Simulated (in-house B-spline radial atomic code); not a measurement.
Atomic self-consistent-field run: the ruthenium ion Ru⁺. Level of theory: scalar-relativistic (X2C) LDA exchange-only, spin-polarised, spherical fractional occupations, Fermi nucleus of rms radius 4.4809 fm; calculated with an all-electron radial atomic-structure program (B-spline basis).

Command:
```bash
python run_scf.py task.json out
```
Settings (nuclear radius in fm, mass in u):
```
Z                44
configuration    [Kr] 4d7
hamiltonian      x2c
method           lda,
spin_polarised   True
nucleus          fermi
rms_radius       4.4809
atomic_mass      101.90434
speed_of_light   137.035999084
```

Output (hartree, bohr):
```
 radial grid: 81 intervals, B-splines of order 8, outer radius 60 bohr

 iter        energy (Eh)    residual
    1       -4514.378556    3.19e-01
    2       -4515.919477    3.60e-01
    3       -4520.822591    5.66e-02
    4       -4520.959519    2.33e-02
    5       -4520.974247    1.09e-02
    6       -4520.975999    9.00e-04
    7       -4520.976014    2.22e-04
    8       -4520.976015    1.84e-04
    9       -4520.976016    5.07e-06
   10       -4520.976016    1.91e-07

 total energy                     -4520.97602
 kinetic                            4706.0252
 electron-nucleus                 -10937.9240
 Hartree                            1836.2875
 exchange-correlation               -125.3648

 orbital      occ     eigenvalue          <r>       <r^2>       <1/r>       r_max
 1s up      1.000      -803.9626    0.0329569  0.00147731     47.4594     0.02113
 1s down    1.000      -803.9627    0.0329569  0.00147731     47.4594     0.02113
 2s up      1.000      -115.8098     0.145421   0.0249903     10.6573       0.123
 2s down    1.000      -115.7952     0.145415   0.0249885     10.6578       0.123
 2p up      3.000      -103.8563     0.126814   0.0196611     10.0846     0.09802
 2p down    3.000      -103.8450     0.126807   0.0196589     10.0852     0.09801
 3s up      1.000       -20.5514     0.403445    0.186522      3.6496      0.3623
 3s down    1.000       -20.5408      0.40337    0.186429     3.64983      0.3623
 3p up      3.000       -16.6187     0.403584    0.189541     3.43073      0.3552
 3p down    3.000       -16.6071     0.403469    0.189399     3.43113      0.3553
 3d up      5.000       -10.2517     0.384708    0.177354     3.19252      0.3006
 3d down    5.000       -10.2362     0.384523    0.177114     3.19316      0.3007
 4s up      1.000        -3.0588      1.02051     1.18217     1.35745      0.9148
 4s down    1.000        -2.9837      1.01741      1.1753      1.3631      0.9124
 4p up      3.000        -1.9661      1.13081     1.46906     1.19952      0.9834
 4p down    3.000        -1.8863      1.12744     1.46138      1.2047      0.9802
 4d up      5.000        -0.4565      1.64739     3.32242    0.823796        1.22
 4d down    2.000        -0.3756      1.69016     3.55173    0.812534       1.216

 Slater integrals (Eh)
   F0(4p up,4p up)               0.796560
   F2(4p up,4p up)               0.416127
   F0(4p up,4p down)             0.797789
   F2(4p up,4p down)             0.416575
   F0(4p up,4d up)               0.646725
   F2(4p up,4d up)               0.305959
   G1(4p up,4d up)               0.378146
   G3(4p up,4d up)               0.228761
   F0(4p up,4d down)             0.638888
   F2(4p up,4d down)             0.299873
   F0(4p down,4p down)           0.799026
   F2(4p down,4p down)           0.417036
   F0(4p down,4d up)             0.647357
   F2(4p down,4d up)             0.305724
   F0(4p down,4d down)           0.639506
   F2(4p down,4d down)           0.299640
   G1(4p down,4d down)           0.369387
   G3(4p down,4d down)           0.223138
   F0(4d up,4d up)               0.554777
   F2(4d up,4d up)               0.269903
   F4(4d up,4d up)               0.173930
   F0(4d up,4d down)             0.548932
   F2(4d up,4d down)             0.265598
   F4(4d up,4d down)             0.170805
   (list cut)
```


One-electron X2C: radii and densities carry no picture-change correction, so inner-shell <1/r> comes out high (for 1s by about 2 % at Z = 33, 5 % at 54, 10 % at 75, 30 % at 118) and <r> low.
